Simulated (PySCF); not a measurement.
A GIAO shielding run with PySCF (density fitting, non-relativistic, gas phase) on `InChI=1S/C7H10N3/c1-4-7-6-9(3)8-10(7)5-2/h4-6H,1-2H2,3H3/q+1`:

```
$ OMP_NUM_THREADS=1 python probes_run.py task.json out

{"job": {"kind": "nmr", "xc": "PBE0", "basis": "pcSseg-1"}, "charge": 1, "multiplicity": 1}
C     -0.391063     3.032871    -1.081430
C      0.366415     1.942494    -0.989089
C     -0.043663     0.748698    -0.292506
C     -1.242363     0.446164     0.338389
N     -1.111544    -0.803471     0.815193
C     -2.076142    -1.573668     1.541753
N      0.054256    -1.296172     0.537483
N      0.713237    -0.381354    -0.127591
C      2.021411    -0.619538    -0.568063
C      2.621374    -1.787911    -0.401452
H     -1.366702     3.104984    -0.633127
H     -0.045582     3.899702    -1.615928
H      1.339303     1.924358    -1.455993
H     -2.133148     1.025476     0.461753
H     -2.968576    -1.731012     0.934967
H     -1.630079    -2.534827     1.789153
H     -2.360043    -1.055481     2.458032
H      2.491506     0.224993    -1.044802
H      2.129501    -2.615776     0.079752
H      3.626752    -1.939851    -0.749532
```

Hardware: 1 thread of an Arm Neoverse V2, shared host. The job also computes population analyses, field gradients, ring-centre shieldings.

Problem. How large is the calculation?

Solution. 72 electrons, 220 basis functions and 1121 auxiliary functions.

Problem. How long does it take, and how much memory does it need?

Solution. 36 s of wall time, with 14 SCF cycles and 5 response iterations; peak memory 0.95 GiB. Times on a shared host scatter by some tens of per cent.
